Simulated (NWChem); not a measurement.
System: C3H3NS2; SMILES c1ncsc1S

NWChem input:

```
start job
memory heap 200 mb stack 900 mb global 1100 mb
geometry units angstroms noautoz
  S      0.137618     2.096673     0.406008
  C     -0.066872     0.373153     0.153987
  C     -1.244537    -0.301953    -0.063441
  N     -1.153703    -1.656497    -0.138292
  C      0.075763    -2.044123     0.019157
  S      1.220292    -0.781065     0.290117
  H      0.724521     2.379950    -0.780720
  H     -2.210535     0.194629    -0.174242
  H      0.396481    -3.088654    -0.018448
end
basis spherical
  * library def2-svp
end
dft
  xc pbe0
  iterations 150
  mulliken
end
task dft energy
```

Structure relaxed at the PBE0/def2-SVP level.

Task: Give the results of this calculation. (PBE0/def2-SVP.) Quantities: energy (Ha); highest occupied level (eV); orbital gap (eV); dipole (D).

Result: 
```json
{
 "energy (Ha)": "-966.39",
 "highest occupied level (eV)": "-7.15",
 "orbital gap (eV)": "5.97",
 "dipole (D)": "1.58"
}
```
